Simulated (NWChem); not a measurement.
System: CH3Mg, doublet; SMILES [Mg][CH3]

Program: NWChem. Spin-unrestricted. Medium grid unless said otherwise, to which SCAN and Minnesota functionals are sensitive. In the optimisation the excess spin sits in a1 (C3v, its own frame). The geometry was optimised at PBE0/def2-SVP, spin-unrestricted. This spin state was assumed; another may lie lower. No stability test was run on the SCF state.

For level B3LYP/def2-TZVP:

highest occupied level (eV): -4.54
lowest empty minus highest occupied level, either spin (eV): 2.16
dipole (D): 0.89

**Question.** How do the values read with level M06-2X/def2-TZVP instead?

**Answer.** 
| Property | Result |
|---|---|
| highest occupied level (eV) | -5.44 |
| lowest empty minus highest occupied level, either spin (eV) | 2.93 |
| dipole (D) | 1.23 |
